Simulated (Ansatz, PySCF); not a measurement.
Gas-phase reaction in SMILES: [GeH2] (GeH2) -> [GeH2] (GeH2) as doublet, charge -1 (an electron is taken up)
Structures are relaxed separately at B3LYP-D3(BJ)/def2-TZVP in Ansatz (a first-principles code). Unstable Hartree-Fock reference: [GeH2] (GeH2). A spin state is the lowest found, not a proven ground state.
Geometry of the first species:
SMILES: [GeH2]
```xyz
3

Ge    -0.0030    -0.0010     0.0661
H      0.0397    -1.1207    -1.0751
H      0.0547     1.1536    -1.0391
```
Charge 0, spin multiplicity 1.

Quantity: adiabatic electron affinity (electronic energy difference), positive where the reaction releases energy, in eV. Cores are frozen in the correlated levels unless marked. Open shells are spin-unrestricted. Spin-orbit coupling is left out. Frozen are the shells of the preceding noble gas and the d and f shells that filled before the atom's block. Non-relativistic. Anions need diffuse functions: aug- sets have them; def2-D sets add few; the other sets have none. CBS marks a two-point X^-3 extrapolation of the correlation energy; Hartree-Fock from the larger set.

CCSD(T)/CBS(aug-cc-pVTZ,aug-cc-pVQZ) (Ansatz) gives 1.09 eV.

**Question.** Another calculation gave 0.45 eV. Which level was it?
A) wB97M-V/def2-TZVPD (Ansatz)
B) HF/def2-TZVPD (PySCF)
C) M06-2X/def2-TZVPD (PySCF)
D) r2SCAN/def2-TZVPD (Ansatz)

**Answer.** B, HF/def2-TZVPD (PySCF). The others give 0.83 (wB97M-V), 0.96 (M06-2X), 1.14 (r2SCAN) eV.
